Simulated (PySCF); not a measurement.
Energy profile

The step: AlH₃ + H₂O → AlH₃O ([OH][AlH2]) + H₂; bonds formed: H2–H5; dative contacts that become bonds: Al1–O6; bonds broken: Al1–H2, H5–O6 (atoms numbered as in the saddle structure below).

Al1  (-0.396, -0.637, -0.042)
H2  (1.361, -0.522, 0.146)
H3  (-0.770, -1.445, -1.346)
H4  (-1.084, -0.837, 1.371)
H5  (1.014, 0.467, -0.054)
O6  (0.043, 1.151, -0.365)
H7  (-0.169, 1.822, 0.290)
(Å)

Electronic energies by CCSD(T) at an estimated basis limit (MP2 extrapolated from triple and quadruple zeta, plus CCSD(T) − MP2 in triple zeta), on PBE0-D4/def2-TZVP structures; AlH$_{5}$O, closed shell; no counterpoise correction. PySCF 2.14 with density fitting (its default auxiliary sets; JK sets also for MP2 and CCSD(T)); basis: def2-TZVPP and def2-QZVPP; cores frozen in the correlated methods. Extrapolation: Hartree–Fock as exp(−7.88 √X), correlation as X^−2.97.

Q: Give the profile in eV, counted from the separated reactants. (Judge from chemistry; the value comes from the calculation.)

A: By the calculation:
```
                                                                                                 point      eV
                      separated: AlH$_{3}$ (Al1, H2, H3, H4; singlet) + H$_{2}$O (H5, O6, H7; singlet)   0.000
                                                                                       start structure  -0.895
                                                                                                saddle  -0.195
                                                                                         end structure  -1.347
separated: AlH$_{3}$O (linked as [OH][AlH2]; Al1, H3, H4, O6, H7; singlet) + H$_{2}$ (H2, H5; singlet)  -1.285
```
The saddle lies below the separated reactants: the barrier is submerged.

The T1 diagnostic stays at or below 0.013.

The step is the kind of ligand exchange by which a precursor binds to a hydroxyl group, or is hydrolysed, in atomic layer deposition of oxides.

For scale, one of the runs: CCSD(T)/def2-TZVPP, 143 basis functions, launched by `OMP_NUM_THREADS=4 python run.py`. Hardware: 4 CPU threads of an Arm Neoverse V2, shared host. Wall time 51 s; peak host memory 0.69 GiB.
